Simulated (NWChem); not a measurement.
# TlCl; SMILES [Cl][Tl]

```xyz
2

Tl     0.0000     0.0000    -0.4220
Cl     0.0000     0.0000     2.1145
```
Atoms are numbered in this order, from 1.

Program: NWChem. The geometry was optimised at PBE-D3(BJ)/def2-SVP. def2 effective core potentials on Tl; no spin-orbit coupling. Ions are spin-unrestricted doublets at the neutral geometry; other ion states weren't tried.

```json
[
 {"level": "B3LYP/def2-SVPD", "−ε(HOMO) (eV)": "7.41"},
 {"level": "PBE/def2-SVPD", "−ε(HOMO) (eV)": "…"},
 {"level": "BHandHLYP/def2-SVPD", "−ε(HOMO) (eV)": "8.52"},
 {"level": "Hartree-Fock/def2-SVPD", "−ε(HOMO) (eV)": "9.84"},
 {"level": "r2SCAN/def2-SVPD", "−ε(HOMO) (eV)": "6.81"}
]
```

Question: Some entries are withheld; supply them.

Answer: 
- PBE/def2-SVPD, −ε(HOMO) (eV): 6.56
